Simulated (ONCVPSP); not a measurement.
## Transferability test, ONCV potential for fluorine

fluorine, optimised norm-conserving Vanderbilt (ONCV), made with ONCVPSP 4.0.1 (LDA (Perdew-Zunger), scalar-relativistic). Core [He], reference 2s2 2p3 (charge +2). Waves: 2s: rc 0.80 bohr, ncon 5, nbas 9, qcut 6.5 1/bohr, local; 2p: rc 1.65 bohr, ncon 4, nbas 7, qcut 6.8 1/bohr, 2 projectors, debl 3.9 Ha. Local part: the s channel. Core correction: none.

Energies are relative to the spin-unpolarised reference configuration 2s2 2p3; without spin polarisation the order of configurations can differ from experiment.

```
valence configuration  charge  ΔE all-electron (eV)  error AE − PS (meV)
              2s2 2p5       0               -58.067                 +884
              2s2 2p2      +3                60.732                 +631
```

Question: What are ΔE and the potential's error for 2s2 2p4?

Answer: ΔE = -38.512 eV all-electron; the error (AE − PS) is +340 meV.

Question: What are ΔE and the potential's error for 2s2 2p4.5?

Answer: ΔE = -50.437 eV all-electron; the error (AE − PS) is +623 meV.

Levels in the configuration 2s2 2p4.5:

```csv
level,all-electron (eV),pseudo (eV)
2s,-37.924,-37.878
2p,-19.398,-19.961
```
